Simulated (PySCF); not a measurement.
Start geometry of `[H][Ge]([H])([H])[N]=C=S` (Ge(NCS)H3) from GFN2-xTB (Å):
```
atom  x, y, z in Å
Ge1   -0.002   -0.002   -1.152
N2    -0.012    0.017    0.632
C3     0.002    0.005    1.825
S4     0.013   -0.006    3.376
H5     1.436   -0.001   -1.554
H6    -0.720    1.236   -1.573
H7    -0.716   -1.249   -1.554
```

Q: What comes out of this run: PBE0-D3(BJ)/def2-SVP geometry optimisation, gas phase (PySCF 2.14.0)?

A: 
```
atom  x, y, z in Å
Ge1   -0.003   -0.001   -1.155
N2    -0.012    0.016    0.668
C3     0.001    0.005    1.859
S4     0.017   -0.007    3.439
H5     1.466   -0.002   -1.597
H6    -0.736    1.264   -1.618
H7    -0.732   -1.276   -1.595
```

The energy falls by 9.2 kJ/mol over 4 energy and gradient evaluations, the largest force component goes from 0.0275 to 1.6e-04 Eh/bohr, and the atoms move by 0.046 Å rms after alignment. Among the bonds, Ge1–H5, Ge1–H6 and Ge1–H7 change most and about equally (+0.041 Å). Bonds longer at the end by more than 0.005 Å: 5 of 6; shorter: 0. Rotational constants go from 81005, 1009, 1009 to 77624, 979.5, 979.5 MHz. The orientation of the end geometry is arbitrary; only internal coordinates are fixed.

The run used 93 basis functions and 28 SCF cycles in all. Hardware: Arm Neoverse V2, one thread (shared host). Cost: 12 s of wall time.

No PBE0-D3(BJ)/def2-SVP frequencies stand behind this structure, so it isn't proved a minimum.
